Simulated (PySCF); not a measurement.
Potential energy curve for Al2, triplet.

Levels: UKS-B3LYP/6-31G* = unrestricted B3LYP/6-31G*, spherical d in PySCF; UHF/LANL2DZ = unrestricted Hartree-Fock/LANL2DZ, with its core potentials past Ne (PySCF 2.14.0); UKS-BP86/6-31G* = unrestricted BP86/6-31G*, spherical d run with PySCF; UCCSD(T) = PySCF with CCSD(T) on UHF/cc-pVTZ, 10 core orbitals frozen.

Energies relative to the lowest point of each curve near equilibrium, in kJ/mol; the last columns give the difference from UCCSD(T):

```
R / Å  UKS-B3LYP/6-31G*  UHF/LANL2DZ  UKS-BP86/6-31G*  UCCSD(T)  UKS-B3LYP/6-31G* − UCCSD(T)  UHF/LANL2DZ − UCCSD(T)  UKS-BP86/6-31G* − UCCSD(T)
-----  ----------------  -----------  ---------------  --------  ---------------------------  ----------------------  --------------------------
2.46               13.4         33.4              0.8       7.4                          6.0                    26.1                        -6.6
2.59                5.6         13.0              1.8       4.2                          1.4                     8.8                        -2.3
2.62                3.6          9.8              2.5       2.5                          1.2                     7.3                         0.0
2.73                0.0          2.0              0.2       0.0                          0.0                     2.0                         0.2
2.80                0.0          0.0              0.0       1.0                         -0.9                    -1.0                        -1.0
2.90                2.4          0.0              2.1       4.8                         -2.4                    -4.8                        -2.7
3.04                9.0          4.3              8.2      13.6                         -4.6                    -9.3                        -5.4
3.14               15.1          9.4             14.0      21.4                         -6.3                   -11.9                        -7.3
3.36               30.6         22.2             28.8      41.7                        -11.1                   -19.4                       -12.9
3.69               54.7         35.6             51.8      74.2                        -19.5                   -38.6                       -22.4
4.13               83.9         45.2             79.2     104.0                        -20.2                   -58.9                       -24.8
4.49              103.1         49.6             97.7     116.0                        -12.9                   -66.3                       -18.2
4.91              115.2         52.9            115.1     123.0                         -7.8                   -70.0                        -7.8
5.48              122.2         55.6            132.3     127.4                         -5.2                   -71.9                         4.9
6.00              125.0         56.8            142.4     129.3                         -4.3                   -72.5                        13.1
6.77              126.6         57.7            147.2     130.6                         -4.0                   -72.9                        16.6
7.36              127.1         58.0            148.0     131.1                         -4.0                   -73.0                        17.0
8.29              127.3         58.3            148.5     131.4                         -4.1                   -73.1                        17.0
```

UKS-B3LYP/6-31G* is furthest from UCCSD(T) at 4.13 (-20.2 kJ/mol, below); its mean absolute difference over the points is 6.4 kJ/mol.

UHF/LANL2DZ is furthest from UCCSD(T) at 8.29 (-73.1 kJ/mol, below); its mean absolute difference over the points is 38.2 kJ/mol.

UKS-BP86/6-31G* is furthest from UCCSD(T) at 4.13 (-24.8 kJ/mol, below); its mean absolute difference over the points is 10.0 kJ/mol.

The scan ran from 2.16 to 8.29 Å; beyond the distances shown one of the unrestricted levels run for this scan, shown here or not, changes its spin distribution in one step. The unrestricted determinant behind UHF/LANL2DZ is spin-contaminated at 2.46 Å (<S²> up to 2.2, against 2.00 for a pure triplet). The unrestricted determinant behind UCCSD(T) is spin-contaminated at 2.46 Å (<S²> up to 2.1, against 2.00 for a pure triplet).
